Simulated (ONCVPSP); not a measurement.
# iron ONCV: all-electron and pseudo phase curves

```json
{
  "Element": "Fe (Z = 26)",
  "Generator": "ONCVPSP 4.0.1",
  "Type": "optimised norm-conserving Vanderbilt (ONCV)",
  "Functional": "PBEsol",
  "Relativity": "scalar-relativistic",
  "Frozen core": "[Ne] 3s2",
  "Valence charge": "14",
  "Reference configuration": "3p6 3d6 4s2",
  "Partial waves": "4s: rc 1.85 bohr, ncon 5, nbas 9, qcut 4 1/bohr, 2 projectors, debl 1 Ha; 3p: rc 0.95 bohr, ncon 4, nbas 7, qcut 8.8 1/bohr, 2 projectors, debl 2 Ha; 3d: rc 0.95 bohr, ncon 4, nbas 9, qcut 17.1 1/bohr, 1 projector",
  "Local potential": "polynomial inside 0.90 bohr (lpopt 1, dvloc0 6 Ha)",
  "Core correction": "Teter function fitted to the true core (icmod 2), fcfact 0.35"
}
```

In the p channel the program set the typed energies aside and used -2.202, 0.250 Ha.

The phase is arctan(r·R′/R) of the radial function R(r), unwrapped; energies in Ha, scanned from -4 to 5 Ha. A pole is an energy at which the radial function vanishes at the test radius. The pseudo phase is shifted by a multiple of π to meet the all-electron one at the reference energy, and phase errors are pseudo minus all-electron; the curves can meet again beyond the range given. Levels narrower than the energy grid can be missing from the lists of poles.

**Question.** For each channel, where are the poles, and over which energies does the pseudopotential scatter like the atom?

**Answer.**

```csv
channel,radius (bohr),reference energy (Ha),"poles, all-electron","poles, pseudo",unbroken range about the reference energy with phases within 0.05 rad,phase error 1 Ha above the reference energy (rad)
s,1.88,-0.20,"-3.39, 2.96","-2.17, 3.03",-1.9 to 4.8,+0.000
p,0.96,-2.20,1.76,1.76,the whole range,+0.000
d,0.96,-0.28,2.96,3.12,the whole range,+0.002
```

Note: ghosts flagged at negative energy: s at -59.8 eV; GHOST(+) flagged for s at 506.3 eV. A true bound ghost makes a file unfit for plane-wave use.

Phases in the s channel:

```tsv
E (Ha)	all-electron	pseudo
-3.98	1.247	1.308
-3.50	-0.770	1.279
-3.02	-1.798	1.236
-2.54	-1.875	1.143
-2.06	-1.947	-1.825
-1.58	-2.047	-2.029
-1.10	-2.222	-2.216
-0.62	-2.588	-2.587
-0.14	-3.333	-3.333
0.34	-4.014	-4.014
0.82	-4.332	-4.332
1.30	-4.488	-4.488
1.78	-4.581	-4.580
2.26	-4.644	-4.642
2.74	-4.693	-4.689
3.22	-4.735	-4.727
3.70	-4.776	-4.763
4.18	-4.820	-4.797
4.66	-4.874	-4.833
```
